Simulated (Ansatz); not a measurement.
Ni2H (the lowest doublet isomer of a short search) was relaxed with r2SCAN-D4 (def2-TZVP) in Ansatz in these states: neutral doublet, neutral quartet. The geometries follow in no particular order.

A:

```csv
atom,x (Å),y (Å),z (Å)
Ni1,0.175,-0.839,0.769
Ni2,-0.799,0.430,-0.708
H3,0.625,0.409,-0.061
```

B:

| atom | x (Å) | y (Å) | z (Å) |
| --- | --- | --- | --- |
| Ni1 | 0.587 | -0.033 | -0.230 |
| Ni2 | -0.446 | -0.167 | 1.748 |
| H3 | -0.141 | 0.201 | -1.518 |

Problem. Judge from the bond lengths which geometry belongs to which state (an estimate).

Solution. A is the neutral doublet (Ni2–H3 1.564 Å, Ni1–H3 1.564 Å, Ni1–Ni2 2.177 Å); B is the neutral quartet (Ni2–H3 3.301 Å, Ni1–H3 1.498 Å, Ni1–Ni2 2.236 Å).

At PBE0-D4/def2-TZVP a doublet lies 0.12 eV below the neutral quartet. These are the stationary points nearest to one start from a short search; other shapes may lie lower in each state.
